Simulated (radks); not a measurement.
Results of a calculation; reference values are marked as such.
Radial electron density D(r) = 4 pi r^2 rho(r) of an atom or ion with 6 electrons. Code: a radial shooting solver on a logarithmic mesh with Libxc functionals. Model: Dirac Kohn-Sham, PBEsol, spin-unpolarised, spherical densities, finite nucleus; Fermi nuclear charge, rms radius of each element as measured or else 0.836 A^(1/3) + 0.57 fm.

r (bohr),D(r) (e/bohr)
0.01639,0.5589
0.02018,0.8030
0.02484,1.140
0.03035,1.574
0.03736,2.162
0.046,2.905
0.05664,3.796
0.06973,4.797
0.08517,5.780
0.1049,6.682
0.1291,7.271
0.159,7.352
0.1942,6.843
0.239,5.749
0.2943,4.345
0.3624,3.053
0.4461,2.278
0.5449,2.175
0.6709,2.562
0.826,3.024
1.017,3.131
1.242,2.733
1.529,1.944
1.883,1.104
2.318,0.4872
2.854,0.1629
3.486,0.04227
4.293,0.007184

What is the nuclear charge?

Answer. Z = 7. The innermost maximum, from 1s, lies near gamma/Z bohr with gamma = sqrt(1 - (Z/c)^2) = 0.999, here 0.143 bohr (found: 0.148), and its height grows with Z. The density is that of the nitrogen ion N+ in [He] 2s2 2p2; the configuration itself is not fixed sharply by these data. D(r) has 2 maxima, at r = 0.148, 0.962 bohr, and minima at 0.507 bohr, inside which lie 2.15 electrons.
